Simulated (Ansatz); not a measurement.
ClGeH3OSi, SMILES `[SiH3][O][Ge][Cl]`, relaxed with RKS PBE-D4/def2-SVP in Ansatz from a rough embedded geometry. The force threshold is 0.03 eV/Å; the program also tests the step.

Total charge 0; spin multiplicity 1.

Start:

```xyz
7

Si   -0.906    0.012   -0.002
O     0.292   -0.201    1.188
Ge    1.648   -0.880    0.291
Cl    2.919    0.658   -0.526
H    -1.341   -1.227   -0.598
H    -2.134    0.644    0.680
H    -0.478    0.993   -1.033
```

**Question.** How much energy does the relaxation release, and in how many steps? (An estimate is asked.)

**Answer.** Ansatz gave: 76.82 kJ/mol, in 12 steps, 1 of them rejected.

**Question.** Which bonds change most? (Estimate.)

**Answer.** Computed: Ge3–Cl4 from 2.156 to 2.238 Å; Si1–H5 from 1.442 to 1.503 Å; Si1–H6 from 1.540 to 1.503 Å; O2–Ge3 from 1.762 to 1.796 Å.

**Question.** Give the relaxed structure. (Estimate.)

**Answer.** Computed: 
```xyz
7

Si   -0.971    0.003   -0.105
O     0.301   -0.782    0.689
Ge    2.088   -0.790    0.870
Cl    2.660    0.908   -0.471
H    -1.856   -1.049   -0.712
H    -1.757    0.787    0.908
H    -0.467    0.922   -1.180
```
